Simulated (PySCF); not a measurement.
Compound: C12H9BrSe.
Numbering: `[Br:1][c:2]1[cH:3][cH:4][c:5]([Se:6][c:7]2[cH:8][cH:9][cH:10][cH:11][cH:12]2)[cH:13][cH:14]1` (hydrogens: H15 on C3; H16 on C4; H17 on C8; H18 on C9; H19 on C10; H20 on C11; H21 on C12; H22 on C13; H23 on C14)

Computed with PBE0-D3(BJ)/def2-SVP geometry optimisation, gas phase (PySCF).

Q: Give the optimised bond lengths and angles.

A: 
```json
{"bond": "Br1–C2", "length (Å)": "1.886", "order": "single"}
{"bond": "C2–C3, C2–C14", "length (Å)": "1.394", "order": "aromatic"}
{"bond": "C3–C4, C13–C14", "length (Å)": "1.392", "order": "aromatic"}
{"bond": "C4–C5, C5–C13", "length (Å)": "1.399", "order": "aromatic"}
{"bond": "C5–Se6", "length (Å)": "1.910", "order": "single"}
{"bond": "Se6–C7", "length (Å)": "1.912", "order": "single"}
{"bond": "C7–C8, C7–C12", "length (Å)": "1.398", "order": "aromatic"}
{"bond": "C8–C9, C11–C12", "length (Å)": "1.394", "order": "aromatic"}
{"bond": "C9–C10, C10–C11", "length (Å)": "1.395", "order": "aromatic"}
{"bond": "C3–H15, C14–H23", "length (Å)": "1.091", "order": "single"}
{"bond": "C4–H16, C13–H22", "length (Å)": "1.092", "order": "single"}
{"bond": "C8–H17, C12–H21", "length (Å)": "1.092", "order": "single"}
{"bond": "C9–H18, C11–H20", "length (Å)": "1.093", "order": "single"}
{"bond": "C10–H19", "length (Å)": "1.092", "order": "single"}
```

Bonds in one row agree within 0.01 Å and their mean is given. Orders are formal, as drawn. A selection of angles:
```json
{"angle": "Br1–C2–C3", "degrees": "119.7"}
{"angle": "C3–C2–C14", "degrees": "120.7"}
{"angle": "C2–C3–C4", "degrees": "119.4"}
{"angle": "C3–C4–C5", "degrees": "120.5"}
{"angle": "C4–C5–Se6", "degrees": "118.5"}
{"angle": "C4–C5–C13", "degrees": "119.5"}
{"angle": "Se6–C5–C13", "degrees": "122.0"}
{"angle": "C5–Se6–C7", "degrees": "99.4"}
{"angle": "Se6–C7–C8", "degrees": "121.1"}
{"angle": "Se6–C7–C12", "degrees": "118.9"}
{"angle": "C8–C7–C12", "degrees": "120.0"}
{"angle": "C7–C8–C9", "degrees": "119.8"}
{"angle": "C8–C9–C10", "degrees": "120.3"}
{"angle": "C9–C10–C11", "degrees": "119.8"}
```

Torsions: C4–C5–Se6–C7 -145° (anticlinal); C5–Se6–C7–C8 51° (synclinal). The mirror-image conformer, all signs reversed, is as good.

The 6-membered ring C7–C8–C9–C10–C11–C12 has internal angles of 119.8° to 120.3°; it is planar, 0.00 Å rms from its mean plane, widest ring torsion 1°. Of the pairs four or more bonds apart, C7···H22 is among the closest relative to their van der Waals radii: 2.78 Å, 96 % of the sum of Bondi's values. The 6-membered ring C2–C3–C4–C5–C13–C14 has internal angles of 119.4° to 120.7° (sum 720°, against 720° for a flat polygon); it is planar, 0.00 Å rms from its mean plane, widest ring torsion 1°.

Point group: C1 (no symmetry element, even within 0.4 Å). No PBE0-D3(BJ)/def2-SVP frequencies stand behind this structure, so it isn't proved a minimum. One conformer, not necessarily the lowest.
